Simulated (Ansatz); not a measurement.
Consider the redistribution: `N[SiH2][SiH2]N` + `[F][In]([F])[SH]` → `N[SiH2][SiH2]F` + `[NH2][In]([F])[SH]`.

Gas-phase electronic energies from Ansatz, PBE0-D4/def2-TZVP geometries. CCSD(T)/CBS adds triple-zeta CCSD(T) − MP2 to the extrapolated MP2 energy (def2 sets, frozen cores). DFT in def2-TZVPP. B3LYP here is the variant with VWN-RPA as its local correlation; programs differ in this. Elements past krypton have def2 core potentials. For In outer-core shells are correlated without core-valence functions, which leaves a few kJ/mol of doubt a bond. Each species was taken in one conformer, which may not be the lowest.

`N[SiH2][SiH2]N`:

Cartesian coordinates in Å:
```
N -0.161 1.823 -0.316
Si 0.131 0.440 -1.312
Si 0.050 -1.378 0.176
N -0.065 -0.648 1.739
H -0.894 1.757 0.373
H -0.123 2.750 -0.711
H -0.827 0.239 -2.446
H 1.472 0.605 -1.938
H 1.221 -2.287 -0.035
H -1.160 -2.224 -0.022
H 0.528 0.145 1.930
H -0.171 -1.222 2.561
```

`[F][In]([F])[SH]`:

Cartesian coordinates in Å:
```
F -1.596 -0.554 1.184
In -0.163 0.438 0.347
F -0.025 2.233 1.042
S 1.217 -0.470 -1.311
H 0.567 -1.647 -1.263
```

`N[SiH2][SiH2]F`:

```xyz
10

N    -0.879   -0.294    1.519
Si   -0.682    0.597    0.059
Si    1.243   -0.206   -1.013
F     1.125   -1.808   -1.152
H    -0.817   -1.300    1.494
H    -1.555    0.004    2.205
H    -1.829    0.545   -0.900
H    -0.486    2.032    0.407
H     1.399    0.356   -2.381
H     2.480    0.075   -0.237
```

`[NH2][In]([F])[SH]`:

Cartesian coordinates in Å:
```
N 0.650 1.395 0.810
In 0.011 -0.224 -0.182
F 1.457 -1.423 -0.724
S -2.092 -0.881 -1.018
H -0.008 1.825 1.444
H 1.535 1.269 1.282
H -1.553 -1.961 -1.611
```

```csv
level,ΔE (kcal/mol),difference from CCSD(T)/CBS
PBE-D4,-8.3,2.7
r2SCAN-D4,-9.2,1.8
PBE0-D4,-9.1,1.9
B3LYP-D4,-9.5,1.5
ωB97X-V,-9.3,1.7
ωB97M-V,-9.5,1.5
B2PLYP,-10.7,0.3
PBE,-8.9,2.1
r2SCAN,-9.4,1.6
PBE0,-9.6,1.4
B3LYP,-10.5,0.5
HF/def2-TZVPP,-11.0,0.0
MP2/def2-TZVPP,-11.7,-0.7
SCS-MP2/def2-TZVPP,-11.6,-0.6
CCSD/def2-TZVPP,-11.4,-0.4
CCSD(T)/def2-TZVPP,-11.1,-0.1
HF/def2-QZVPP,-10.8,0.2
MP2/def2-QZVPP,-11.6,-0.6
SCS-MP2/def2-QZVPP,-11.4,-0.4
HF/CBS(def2),-10.8,0.2
MP2/CBS(def2),-11.6,-0.6
CCSD/CBS(def2),-11.3,-0.3
CCSD(T)/CBS,-11.0,0
```

Largest T1 diagnostic among the species: 0.016.

The D4 term adds +1.0 kcal/mol with B3LYP and +0.5 kcal/mol with PBE0; it sums over pairs of atoms, weighted by their polarisabilities, and B3LYP, whose exchange is more repulsive, gets the larger term.
